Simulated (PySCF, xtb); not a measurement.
C₃H₆FNSi, SMILES FC1=CCN1[SiH3].

The structure is a stationary point at B3LYP-D3(BJ)/def2-SVP. The structure was generated by enumeration, and PubChem lists no compound with its InChIKey, so it may never have been made.

Method: PySCF 2.14.0 with IEF-PCM-M06-2X/def2-SVP.

The values are the electrostatic part of the solvation free energy, E(continuum) − E(gas) at the gas-phase geometry, in a cavity of scaled van der Waals radii (PySCF's table); cavitation and dispersion terms are not included. In vacuum the orbital gap is 8.93 eV. The dipole moment in vacuum is 1.53 D.

### Question
Estimate the values in water (ε = 78.36), chloroform (ε = 4.71), tetrahydrofuran (ε = 7.43). (An estimate is asked for; the answer gives what the named calculation found.)

### Answer

```csv
solvent,ε,ΔG(elec) (kcal/mol),dipole (D),gap (eV)
water,78.36,-2.0,1.99,9.06
chloroform,4.71,-1.4,1.84,9.02
tetrahydrofuran,7.43,-1.6,1.89,9.04
```

For comparison, GFN2-xTB/ALPB(water) (xtb, at the GFN2-xTB geometry, all terms of that model) gives -0.8 kcal/mol.
